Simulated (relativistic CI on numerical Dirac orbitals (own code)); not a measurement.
Method of calculation: Dirac-Coulomb-Breit CI, separate exchange-only KLI orbitals for each configuration, model QED (radiative potential, 1s self-energy scaled to tabulated hydrogen-like ionisation energies), unscaled Slater integrals (own radial code, finite nucleus).

The strongest absorption lines from the ground level of an ion, among the configurations computed and to levels below about 114 eV (vacuum wavelength in nm, gf): 13.742 (0.049), 14.183 (0.089), 14.505 (0.13), 14.964 (0.08), 19.898 (0.2), 20.802 (0.28), 22.854 (7.7), 29.196 (0.064).

Problem. Which ion is it?
A. Sr III
B. Mo IX
C. Ru IX
D. Mo VII

Solution. D. Mo VII has 36 electrons and the ground level 4s²4p⁶ ¹S0; the strongest line goes to 4s²4p⁵4d ¹P°1. The pattern of lines fixes the number of electrons, and along that sequence the line energies rise steadily with the charge (about as its square where n changes within one kind of shell, about linearly where n is kept but much faster in heavy ions where fine structure, which grows about as Z⁴, sets the gap, and irregularly where shells cross), which fixes Z. Configurations outside the model, such as inner-shell arrays, can give stronger lines. At this charge configurations can still be misplaced by up to about 7 % of their energy. 9 of the 18 excited levels that our extract of the measured tables holds in this range could be paired (the sources list more); they are missed by 4274 cm⁻¹ on average and 20016 at most, and levels without a partner can miss by more.

LS names give the leading component of a level, which can be under half, so a name can repeat, a term be missing and a line seem to break the LS rules.
